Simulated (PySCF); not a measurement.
Magnetic shielding above rings: a mixed set.

NICS = −σ at a ghost point: NICS(0) at the centroid of the ring atoms, NICS(1) 1 Å to either side along the normal of their mean plane, zz for the tensor component along that normal. Level: GIAO PBE0/pcSseg-1 (PySCF, non-relativistic, gas phase) on the GFN2-xTB geometries, one conformer each. Atom numbers follow the mapped SMILES.

Problem. Order these rings by mean NICS(1)zz, lowest (most negative) first (ppm).
A. ring C4–C5–Si6–C7–C8–O9 in `[N:1]#[C:2][CH2:3][C@@H:4]1[CH2:5][SiH2:6][CH2:7][CH2:8][O:9]1`
B. ring C2–C3–Si4–S5–Si6 in `[SiH3:1][C@@H:2]1[CH2:3][SiH2:4][S:5][SiH2:6]1`
C. ring C3–C4–C5–C6–C7 in `[Cl:1][C:2]1=[C:3]2[CH:4]=[CH:5][CH:6]=[C:7]2[O:8][SiH2:9]1`
D. ring C3–C4–C5–C6–O9 in `[CH3:1][SiH2:2][c:3]1[cH:4][cH:5][c:6]([CH2:7][NH2:8])[o:9]1`
E. ring Si3–C4–C5–Si6–N8 in `[SiH3:1][NH:2][Si@@H:3]1[CH2:4][CH2:5][Si@H:6]([SH:7])[NH:8]1`
F. ring Si3–C4–Si5–Si6–N8 in `[CH3:1][NH:2][Si@@H:3]1[CH2:4][SiH2:5][Si@H:6]([SH:7])[NH:8]1`
G. ring Si2–C4–C5–C8–O9 in `[CH3:1][Si:2]1([CH3:3])[CH2:4][C@H:5]([C:6]#[N:7])[CH2:8][O:9]1`

Solution. D (-26.1), G (-4.4), B (-2.4), E (-0.5), F (0.5), A (3.4), C (6.0).

```csv
SMILES,ring,NICS(0),NICS(1),NICS(1)zz,HOMA,rms pucker (Å),ring atoms with four or more neighbours
C[SiH2]c1ccc(CN)o1,5-membered ring with O; formal bonds all aromatic,-11.3,-10.5,-26.1,0.45,0.00,0
C[Si]1(C)C[C@H](C#N)CO1,5-membered ring with O and Si; formal bonds all single,-5.8,-3.1,-4.4,–,0.15,4
[SiH3][C@@H]1C[SiH2]S[SiH2]1,5-membered ring with S and 2 Si; formal bonds all single,-6.1,-4.2,-2.4,–,0.20,4
[SiH3]N[Si@@H]1CC[Si@H](S)N1,5-membered ring with N and 2 Si; formal bonds all single,-5.0,-3.2,-0.5,–,0.17,4
CN[Si@@H]1C[SiH2][Si@H](S)N1,5-membered ring with N and 3 Si; formal bonds all single,-4.1,-2.8,0.5,–,0.13,4
N#CC[C@@H]1C[SiH2]CCO1,6-membered ring with O and Si; formal bonds all single,-2.0,-1.8,3.4,–,0.24,5
ClC1=C2C=CC=C2O[SiH2]1,"5-membered carbocycle; formal bonds 2 double, 3 single",2.8,-0.5,6.0,0.03,0.00,0
```

NICS(0) gives another order. The isotropic NICS(1) gives another order. HOMA uses Krygowski's 1993 parameters; it is left out where a ring has a four-coordinate atom, a triple bond, no multiple bond or a kind of bond without parameters. NICS(1) and NICS(1)zz are means over the two faces.
